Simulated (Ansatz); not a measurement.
Relaxation of Ca10O12H4, a hydroxylated oxide cluster (charge 0, singlet) with RKS PBE-D4/def2-SVP in Ansatz.

Positions (Å) and forces (eV/Å) at steps 12, 13, 14 of 14:

```xyz
26
step=12 energy=-208928.4660 eV
Ca    0.533    0.126    0.944   -0.015    0.012    0.012
Ca   -2.522    0.142    2.821   -0.002    0.028   -0.010
Ca   -2.239   -2.132    0.618   -0.053    0.009    0.002
Ca   -1.780    0.224   -1.707   -0.011    0.027    0.011
Ca   -2.176    2.425    0.565   -0.002    0.000    0.018
Ca   -0.264   -2.107    3.075   -0.016    0.024    0.008
Ca   -0.234    2.332    3.096    0.014    0.020    0.012
Ca    0.474    2.496   -1.280   -0.029    0.012    0.009
Ca    0.510   -2.226   -1.276    0.016    0.049    0.024
Ca    2.661    0.111   -1.797   -0.019    0.039    0.000
O     2.477   -2.073   -2.371   -0.028   -0.027    0.005
O    -1.783   -2.233   -1.761    0.007   -0.011    0.007
O     0.460    0.048   -1.400   -0.001   -0.010   -0.023
O     2.480    2.249   -2.397    0.015   -0.009   -0.010
O    -0.010   -2.203    0.865    0.068   -0.006   -0.013
O     2.777    0.071    0.405    0.004   -0.043    0.020
O    -1.662    2.358   -1.607    0.011   -0.011   -0.016
O    -2.327    0.097    0.486    0.021   -0.001    0.003
O     0.098    2.402    0.927   -0.012   -0.021   -0.014
O    -2.358   -2.091    2.785    0.010   -0.024   -0.015
O    -0.200    0.098    3.146    0.001   -0.036   -0.017
O    -2.320    2.337    2.794    0.001   -0.014   -0.005
H     3.097   -2.717   -2.748    0.000   -0.004    0.000
H    -2.250   -2.759   -2.432    0.012   -0.005   -0.013
H     3.027    2.917   -2.840   -0.007   -0.009   -0.005
H     3.506    0.102    1.045    0.017    0.010    0.010
26
step=13 energy=-208928.4671 eV
Ca    0.522    0.131    0.949    0.025    0.005    0.002
Ca   -2.522    0.146    2.820   -0.004   -0.034    0.004
Ca   -2.241   -2.131    0.615    0.020   -0.006    0.002
Ca   -1.784    0.231   -1.705    0.016    0.007   -0.013
Ca   -2.175    2.430    0.570   -0.025    0.005   -0.009
Ca   -0.268   -2.104    3.078    0.015   -0.013    0.018
Ca   -0.231    2.337    3.102   -0.012   -0.017   -0.017
Ca    0.460    2.505   -1.283    0.036    0.014   -0.014
Ca    0.524   -2.202   -1.261    0.011   -0.009   -0.016
Ca    2.660    0.127   -1.787    0.003   -0.013   -0.017
O     2.474   -2.061   -2.376   -0.005    0.017    0.012
O    -1.766   -2.228   -1.759   -0.007    0.003    0.001
O     0.461    0.074   -1.399   -0.027   -0.042    0.010
O     2.477    2.257   -2.398   -0.026   -0.008    0.009
O    -0.002   -2.198    0.872   -0.028    0.001    0.000
O     2.771    0.009    0.416    0.020    0.025    0.024
O    -1.673    2.365   -1.608   -0.001   -0.002    0.015
O    -2.314    0.101    0.489   -0.003   -0.001    0.005
O     0.092    2.406    0.928    0.019    0.004    0.002
O    -2.361   -2.093    2.780   -0.010    0.021   -0.008
O    -0.203    0.099    3.149   -0.007    0.018    0.004
O    -2.318    2.337    2.796    0.005    0.019    0.012
H     3.112   -2.706   -2.720    0.002   -0.004   -0.012
H    -2.203   -2.757   -2.450    0.001    0.001    0.004
H     2.981    2.904   -2.916    0.011    0.014    0.003
H     3.506    0.012    1.051   -0.029   -0.006   -0.017
26
step=14 energy=-208928.4685 eV
Ca    0.529    0.131    0.951   -0.001    0.002    0.001
Ca   -2.525    0.146    2.819    0.001    0.005   -0.003
Ca   -2.238   -2.130    0.615    0.001    0.002    0.003
Ca   -1.778    0.228   -1.706   -0.002    0.000    0.000
Ca   -2.178    2.428    0.566    0.003   -0.001   -0.002
Ca   -0.268   -2.102    3.082   -0.008    0.001   -0.001
Ca   -0.236    2.338    3.098    0.003    0.003    0.005
Ca    0.467    2.505   -1.280   -0.020    0.001    0.004
Ca    0.524   -2.211   -1.260   -0.008   -0.002    0.004
Ca    2.660    0.120   -1.792   -0.009    0.007   -0.006
O     2.474   -2.066   -2.374    0.001    0.000   -0.002
O    -1.767   -2.231   -1.758    0.001    0.001    0.005
O     0.462    0.060   -1.396   -0.002    0.002   -0.002
O     2.471    2.252   -2.400    0.009   -0.009    0.001
O    -0.002   -2.198    0.875    0.001    0.000    0.003
O     2.774    0.027    0.413    0.009    0.002    0.002
O    -1.666    2.363   -1.608   -0.002    0.002    0.002
O    -2.319    0.101    0.486    0.004   -0.001    0.001
O     0.095    2.406    0.928   -0.003   -0.004    0.004
O    -2.362   -2.089    2.780    0.002   -0.003    0.001
O    -0.205    0.102    3.150    0.000   -0.004   -0.003
O    -2.322    2.340    2.793   -0.004   -0.003    0.000
H     3.095   -2.710   -2.750    0.006   -0.001   -0.005
H    -2.208   -2.760   -2.445    0.001   -0.002   -0.001
H     2.988    2.916   -2.881    0.018    0.004   -0.010
H     3.509    0.026    1.048   -0.001    0.000    0.003
```

Single mean-field runs in def2-SVP are fitted with def2-universal-jkfit.
